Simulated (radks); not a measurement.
Results of a calculation; reference values are marked as such.
Radial electron density D(r) = 4 pi r^2 rho(r) of an atom or ion with 32 electrons. Code: a radial shooting solver on a logarithmic mesh with Libxc functionals. Model: scalar-relativistic Kohn-Sham, PBE, spin-polarised, spherical densities, point nucleus.

| r (bohr) | D(r) (e/bohr) | spin D(r) |
|---|---|---|
| 0.002461 | 2.487 | -0.0000654 |
| 0.003256 | 4.031 | -0.0001000 |
| 0.004309 | 6.413 | -0.000142 |
| 0.005701 | 9.957 | -0.000173 |
| 0.007604 | 15.14 | -0.000120 |
| 0.01006 | 21.78 | 0.000213 |
| 0.01331 | 29.63 | 0.00134 |
| 0.01761 | 37.48 | 0.00448 |
| 0.02349 | 43.35 | 0.0125 |
| 0.03108 | 44.68 | 0.0300 |
| 0.04113 | 41.46 | 0.0641 |
| 0.05485 | 37.33 | 0.123 |
| 0.07258 | 38.81 | 0.198 |
| 0.09603 | 47.21 | 0.271 |
| 0.1271 | 53.62 | 0.337 |
| 0.1695 | 46.99 | 0.510 |
| 0.2242 | 33.33 | 1.03 |
| 0.2967 | 29.83 | 1.90 |
| 0.3925 | 35.70 | 2.42 |
| 0.5236 | 32.22 | 1.83 |
| 0.6927 | 18.15 | 0.982 |
| 0.9166 | 7.989 | 1.20 |
| 1.213 | 4.954 | 1.91 |
| 1.617 | 2.945 | 1.52 |
| 2.14 | 1.065 | 0.681 |
| 2.832 | 0.5514 | 0.509 |
| 3.777 | 0.3535 | 0.352 |
| 4.997 | 0.08530 | 0.0853 |
| 6.612 | 0.005615 | 0.00562 |

What is the nuclear charge?

Answer. Z = 36. The innermost maximum, from 1s, lies near gamma/Z bohr with gamma = sqrt(1 - (Z/c)^2) = 0.965, here 0.0268 bohr (found: 0.0292), and its height grows with Z. The density is that of the krypton ion Kr4+ in [Ar] 3d9 4s2 4p2 5p1; the configuration itself is not fixed sharply by these data, and Z only to about a unit. D(r) has 3 maxima, at r = 0.0292, 0.129, 0.429 bohr, and minima at 0.0599, 0.274 bohr, inside which lie 2.06, 11.00 electrons.
